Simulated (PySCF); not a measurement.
Compound: TMS, C4H12Si.
Cartesian coordinates in Å at the GFN2-xTB level; atoms count from 1:
```xyz
17
C4H12Si angstrom
C     -0.4066   -1.2134   -1.4194
Si    -0.0012   -0.0007   -0.0018
C      0.0081    1.7855   -0.6754
C     -1.3198   -0.1549    1.3703
C      1.7161   -0.4155    0.7216
H     -1.3797   -1.0036   -1.8532
H     -0.4187   -2.2416   -1.0702
H      0.3270   -1.1480   -2.2173
H      0.2425    2.5019    0.1064
H     -0.9581    2.0579   -1.0892
H      0.7465    1.9077   -1.4621
H     -2.3121    0.0753    0.9941
H     -1.3509   -1.1605    1.7791
H     -1.1170    0.5258    2.1917
H      1.7463   -1.4264    1.1171
H      2.4931   -0.3368   -0.0328
H      1.9775    0.2592    1.5312
```

The geometry is computed with GFN2-xTB (gas phase).

Masses are those of the commonest isotopes; rigid-rotor values at the optimised geometry. 

Task: What are A, B and C (cm⁻¹)?

Result: Ia = 167.53, Ib = 167.76, Ic = 167.83 u·Å²; 505379 MHz·u·Å²/I gives 3017, 3012 and 3011 MHz, that is A = 0.10063, B = 0.10049, C = 0.10045 cm⁻¹.

Task: Classify the top.

Result: A spherical top, as the point group Td requires three equal moments; the computed ones differ by 0.18 % because the geometry is symmetric only within the optimiser's tolerance.

GFN2-xTB frequencies: not computed here. No vibrational averaging or centrifugal distortion is included, and the geometry carries the error of its method.
